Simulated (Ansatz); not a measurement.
Reaction (formal exchange of groups at a C–C bond): `FC/C=C(/F)C(F)F` + `[SiH3]Br` → `FC[SiH2]Br` + `C=C(F)C(F)F`

Program: Ansatz. Geometries: PBE0-D4/def2-TZVP. ΔE: electronic, gas phase. CCSD(T)/CBS is the MP2 limit (def2-TZVPP, def2-QZVPP) plus CCSD(T) − MP2 in def2-TZVPP, frozen cores. Functionals use def2-TZVPP. For Br outer-core shells are correlated without core-valence functions, which leaves a few kJ/mol of doubt a bond. Scalar relativity is left out up to krypton. Each species was taken in one conformer, which may not be the lowest.

`FC/C=C(/F)C(F)F`:

Cartesian coordinates in Å:
```
F 0.656 -0.165 1.832
C 0.534 1.067 1.229
C 0.023 1.012 -0.164
C -0.331 -0.023 -0.906
F -0.769 0.189 -2.152
C -0.327 -1.482 -0.570
F -1.585 -1.975 -0.695
F 0.451 -2.145 -1.461
H -0.138 1.674 1.846
H 1.522 1.541 1.241
H -0.071 1.988 -0.634
H 0.035 -1.681 0.436
```

`[SiH3]Br`:

Cartesian coordinates in Å:
```
Si -0.156 -0.004 0.048
Br 1.963 0.050 -0.608
H -0.738 -1.303 -0.359
H -0.876 1.115 -0.602
H -0.193 0.142 1.521
```

`FC[SiH2]Br`:

Cartesian coordinates in Å:
```
F -1.327 0.701 -1.331
C -0.146 0.789 -0.603
Si 0.022 -0.743 0.491
Br 1.927 -0.517 1.611
H -0.173 1.702 0.000
H 0.692 0.867 -1.302
H 0.097 -1.974 -0.328
H -1.092 -0.826 1.462
```

`C=C(F)C(F)F`:

```xyz
9

C    -1.406    0.071   -0.188
C    -0.270   -0.151    0.438
F    -0.219   -0.556    1.711
C     1.111   -0.020   -0.128
F     1.055    0.310   -1.435
F     1.784    0.961    0.524
H    -1.391    0.393   -1.218
H    -2.352   -0.062    0.318
H     1.686   -0.946   -0.021
```

```
  level  ΔE (kJ/mol)
PBE0-D4        -18.5
   PBE0        -18.8
```

Problem. What does CCSD(T)/CBS give? (Best estimate.)

Solution. Ansatz gave: -21.6 kJ/mol. The listed levels differ from it by 3.1, 2.8 kJ/mol.

Largest T1 diagnostic among the species: 0.012.

From BLYP to BHLYP (50 % exact exchange), in def2-TZVPP and without D4, ΔE moves by +3.4 kJ/mol. Leaving LDA and LC-ωPBE aside and taking each functional with its dispersion term where it has one, the values, not all of them listed here, spread over 3.2 kJ/mol, from BLYP-D4 to B97M-V. LDA lies +8.4 kJ/mol from PBE without D4. At CCSD(T), def2-SVP lies +17.3 kJ/mol from the extrapolated value and def2-TZVPP +3.1 kJ/mol.
